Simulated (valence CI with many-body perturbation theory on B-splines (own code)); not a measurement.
Eu12+: electric-dipole lines

Calculated by relativistic CI+MBPT: five valence electrons over a frozen Dirac-Fock core [Kr] 4d10, a basis of 7 s, 7 p, 7 d, 7 f, 4 g, 2 h functions for each j, with the one-electron correlation potential Σ1 (screened to all orders), the two-electron term Σ2, the three-electron term Σ3, Breit, model QED; selected single and double excitations, second order for the rest, scaled by the run's own slope (own B-spline code, finite nucleus).

No measured levels were compared; by estimate terms of the open shell hold to a few per cent of their energy, and close levels can change places. Core correlation moves these levels by up to 43000 cm⁻¹, and in measured spectra 5 to 20 % of such shifts remained as error; rates that hang on mixing are uncertain with them. Among the levels kept, up to 720 cm⁻¹ of a level comes from second order outside the variational space, and about a tenth of that is noise between levels of different J, which matters for small intervals.

Lines 101 to 150 of 151 in falling wavelength, among levels below 113820 cm⁻¹, chosen from the strongest by gf and those to the six lowest levels. Wavelengths and rates use the calculated energies, so an error of 2000 cm⁻¹ moves a line at 1231 Å by 2.5 % and its rate by three times that or more. Electric multipoles are in the length gauge, E1 and E2 with the static RPA response of the core. Weak lines are less certain than strong ones. Lines between different terms over intervals too small for the method are left out, as are lines whose strength nearly cancels. Where a level lies close to another of its J and parity, the split of strength between their lines is uncertain. The highest levels of a list are the least certain.

Names give the largest LS component (configuration and term), which can be under half, so a name can repeat, a term be missing and a line seem to break the LS rules; names also repeat where a configuration has a term twice. Letters in brackets count levels of one name in rising energy.

| λ vac (Å) | Upper | Lower | A (s⁻¹) | log gf | Branch % |
| --- | --- | --- | --- | --- | --- |
| 1231 | 4f⁴5s ⁴I_11/2 | 4f³5s² ²K°_13/2 | 3.46e+02 | -6.03 | 11.6 |
| 1227 | 4f⁴5s ⁶F_5/2 | 4f³5s² ²G°_7/2 [a] | 8.35e+02 | -5.95 | 6.4 |
| 1224 | 4f⁴5s ⁶F_5/2 | 4f³5s² ⁴G°_5/2 | 2.76e+03 | -5.43 | 21.2 |
| 1209 | 4f⁴5s ⁶F_7/2 | 4f³5s² ²G°_7/2 [a] | 3.67e+03 | -5.19 | 23.6 |
| 1206 | 4f⁴5s ⁶F_7/2 | 4f³5s² ⁴G°_5/2 | 9.51e+02 | -5.78 | 6.1 |
| 1206 | 4f⁴5s ⁴I_9/2 | 4f³5s² ²H°_11/2 [a] | 1.17e+02 | -6.59 | 1.8 |
| 1198 | 4f⁴5s ⁶S_5/2 | 4f³5s² ⁴G°_5/2 | 1.76e+01 | -7.64 | 3.1 |
| 1193 | 4f⁴5s ⁶I_13/2 | 4f³5s² ⁴I°_15/2 | 1.70e+01 | -7.29 | 28.9 |
| 1188 | 4f⁴5s ⁶F_9/2 | 4f³5s² ²G°_7/2 [a] | 6.46e+02 | -5.86 | 3.0 |
| 1184 | 4f⁴5s ⁴I_9/2 | 4f³5s² ⁴F°_9/2 | 5.02e+02 | -5.98 | 7.8 |
| 1168 | 4f⁴5s ⁶I_11/2 | 4f³5s² ⁴I°_13/2 | 1.95e+01 | -7.32 | 27.1 |
| 1164 | 4f⁴5s ⁴I_11/2 | 4f³5s² ²H°_11/2 [a] | 1.26e+03 | -5.51 | 42.2 |
| 1163 | 4f⁴5s ⁶F_9/2 | 4f³5s² ²H°_11/2 [a] | 5.37e+01 | -6.96 | 0.2 |
| 1162 | 4f⁴5s ⁶F_1/2 | 4f³5s² ⁴S°_3/2 | 3.12e+01 | -7.90 | 0.4 |
| 1161 | 4f⁴5s ⁶I_15/2 | 4f³5s² ⁴I°_15/2 | 5.55e+01 | -6.75 | 61.4 |
| 1149 | 4f⁴5s ⁴I_9/2 | 4f³5s² ⁴F°_7/2 | 9.63e+02 | -5.72 | 14.9 |
| 1145 | 4f⁴5s ⁶F_5/2 | 4f³5s² ⁴S°_3/2 | 1.90e+01 | -7.65 | 0.1 |
| 1143 | 4f⁴5s ⁴I_11/2 | 4f³5s² ⁴F°_9/2 | 2.44e+02 | -6.24 | 8.2 |
| 1143 | 4f⁴5s ⁶F_9/2 | 4f³5s² ⁴F°_9/2 | 2.56e+01 | -7.30 | 0.1 |
| 1140 | 4f⁴5s ⁶I_9/2 | 4f³5s² ⁴I°_11/2 | 3.13e+01 | -7.21 | 23.4 |
| 1138 | 4f⁴5s ⁶I_13/2 | 4f³5s² ⁴I°_13/2 | 1.18e+01 | -7.49 | 20.1 |
| 1132 | 4f⁴5s ⁶F_3/2 | 4f³5s² ⁴F°_5/2 | 1.59e+01 | -7.91 | 0.2 |
| 1129 | 4f⁴5s ⁶F_7/2 | 4f³5s² ⁴F°_7/2 | 8.93e+01 | -6.87 | 0.6 |
| 1128 | 4f⁴5s ⁶I_17/2 | 4f³5s² ⁴I°_15/2 | 3.53e+01 | -6.92 | 39.7 |
| 1123 | 4f⁴5s ⁶S_5/2 | 4f³5s² ⁴S°_3/2 | 6.17e+01 | -7.16 | 10.9 |
| 1121 | 4f⁴5s ⁶F_5/2 | 4f³5s² ⁴F°_5/2 | 6.79e+01 | -7.11 | 0.5 |
| 1115 | 4f⁴5s ⁴I_9/2 | 4f³5s² ²H°_9/2 [a] | 2.76e+03 | -5.29 | 42.8 |
| 1115 | 4f⁴5s ⁶I_11/2 | 4f³5s² ⁴I°_11/2 | 9.14e+00 | -7.69 | 12.7 |
| 1111 | 4f⁴5s ⁶I_7/2 | 4f³5s² ⁴I°_9/2 | 3.12e+01 | -7.33 | 25.4 |
| 1110 | 4f⁴5s ⁶F_9/2 | 4f³5s² ⁴F°_7/2 | 2.38e+03 | -5.36 | 11.0 |
| 1108 | 4f⁴5s ⁶F_1/2 | 4f³5s² ⁴F°_3/2 | 3.27e+00 | -8.92 | 0.0 |
| 1108 | 4f⁴5s ⁶I_15/2 | 4f³5s² ⁴I°_13/2 | 6.44e+00 | -7.72 | 7.1 |
| 1106 | 4f⁴5s ⁶F_7/2 | 4f³5s² ⁴F°_5/2 | 2.63e+02 | -6.41 | 1.7 |
| 1103 | 4f⁴5s ⁶F_3/2 | 4f³5s² ⁴F°_3/2 | 1.81e+02 | -6.88 | 1.7 |
| 1099 | 4f⁴5s ⁶S_5/2 | 4f³5s² ⁴F°_5/2 | 1.04e+01 | -7.95 | 1.8 |
| 1096 | 4f⁴5s ⁶F_7/2 | 4f³5s² ²H°_9/2 [a] | 1.42e+02 | -6.69 | 0.9 |
| 1093 | 4f⁴5s ⁶F_5/2 | 4f³5s² ⁴F°_3/2 | 6.29e+01 | -7.17 | 0.5 |
| 1091 | 4f⁴5s ⁶I_9/2 | 4f³5s² ⁴I°_9/2 | 6.70e-02 | -9.92 | 0.0 |
| 1088 | 4f⁴5s ⁶I_13/2 | 4f³5s² ⁴I°_11/2 | 8.69e-01 | -8.67 | 1.5 |
| 1079 | 4f⁴5s ⁴I_11/2 | 4f³5s² ²H°_9/2 [a] | 2.47e+02 | -6.29 | 8.3 |
| 1078 | 4f⁴5s ⁶F_9/2 | 4f³5s² ²H°_9/2 [a] | 1.62e+03 | -5.55 | 7.5 |
| 1073 | 4f⁴5s ⁶S_5/2 | 4f³5s² ⁴F°_3/2 | 1.47e+01 | -7.82 | 2.6 |
| 1068 | 4f⁴5s ⁶I_11/2 | 4f³5s² ⁴I°_9/2 | 5.16e-02 | -9.98 | 0.1 |
| 949.3 | 4f⁴5s ⁴I_11/2 | 4f³5s² ⁴I°_13/2 | 1.31e+01 | -7.67 | 0.4 |
| 940.0 | 4f⁴5s ⁴I_9/2 | 4f³5s² ⁴I°_11/2 | 2.55e-02 | -10.47 | 0.0 |
| 914.2 | 4f⁴5s ⁴I_11/2 | 4f³5s² ⁴I°_11/2 | 1.08e+02 | -6.79 | 3.6 |
| 913.9 | 4f⁴5s ⁶F_9/2 | 4f³5s² ⁴I°_11/2 | 6.39e-01 | -9.10 | 0.0 |
| 906.4 | 4f⁴5s ⁴I_9/2 | 4f³5s² ⁴I°_9/2 | 1.84e+01 | -7.65 | 0.3 |
| 893.8 | 4f⁴5s ⁶F_7/2 | 4f³5s² ⁴I°_9/2 | 5.16e-02 | -10.31 | 0.0 |
| 882.4 | 4f⁴5s ⁴I_11/2 | 4f³5s² ⁴I°_9/2 | 7.86e+01 | -6.96 | 2.6 |
